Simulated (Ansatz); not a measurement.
The cluster MgB₆⁺. Charge 1, multiplicity 2. Geometry PBE0-D4/def2-SVP, that of the neutral singlet; atoms count from 1.

```xyz
7

Mg    1.182   -0.529    2.771
B    -0.222    1.488   -0.774
B    -0.329   -0.954    1.352
B     0.081   -1.220   -0.110
B    -0.349    1.048   -2.228
B    -0.316    0.393    0.385
B    -0.046   -0.226   -1.395
```

The charge 1 doublet is spin-contaminated (final ⟨S²⟩ up to 0.89, 0.75 for a pure state). The structure comes from a short search, and lower isomers may exist.

Q: Estimate the Mulliken populations from the PBE0/def2-TZVP orbitals of Ansatz.

A: 
```
atom  charge (e)  spin (α − β)
 Mg1        0.58         -0.11
  B2        0.09          0.18
  B3        0.20          0.50
  B4        0.10          0.06
  B5        0.15          0.56
  B6       -0.07         -0.18
  B7       -0.05         -0.02
```
Mulliken values depend strongly on the basis.

Q: Where does the spin sit?

A: Summed by element: Mg -0.11, B 1.11, of 1 unpaired in all. Largest on single atoms: B5 0.56, B3 0.50, B2 0.18.

Q: And the Mayer bond orders between heavy atoms (over 0.3)?

A: Mg1–B3 0.69 (2.12 Å); B2–B5 1.42 (1.52 Å); B2–B6 1.15 (1.60 Å); B2–B7 0.60 (1.83 Å); B3–B4 1.48 (1.54 Å); B3–B6 0.86 (1.66 Å); B4–B6 0.47 (1.73 Å); B4–B7 1.03 (1.63 Å); B5–B7 1.23 (1.55 Å); B6–B7 0.47 (1.90 Å).
